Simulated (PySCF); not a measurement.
P (phosphorus, neutral) across methods

[Ne] 3s1 3p3 4s1, high-spin 6S determinant (an excited configuration). Computed with PySCF 2.14 in dyall-av2z (13s9p2d, 50 functions), with the non-relativistic Hamiltonian (point nucleus).

```tsv
method	E (hartree)	mean ε 3s α (eV)	mean ε 3p α (eV)	mean ε 4s α (eV)	Σ⟨r²⟩ (bohr²)	⟨S²⟩
PBE0	-340.6741	-22.123	-11.948	-2.125	49.93	8.750
PW91	-340.7849	-19.742	-10.587	-1.727	49.77	8.750
PBEsol	-340.0587	-19.636	-10.509	-1.720	49.90	8.750
wB97X-V	-340.7273	-24.887	-14.230	-3.248	50.06	8.750
B3LYP	-340.8048	-21.437	-11.466	-1.956	49.86	8.750
UHF	-340.31298	-28.812	-15.648	-3.127	50.40	8.750
LDA	-339.5275	-19.622	-10.552	-1.817	49.77	8.750
r2SCAN	-340.7897	-20.759	-11.049	-1.718	49.95	8.750
PBE	-340.6403	-19.701	-10.545	-1.690	49.85	8.750
```

The outer electron is Rydberg-like, and this basis confines it to a smaller radius and binds it less than a complete one would.
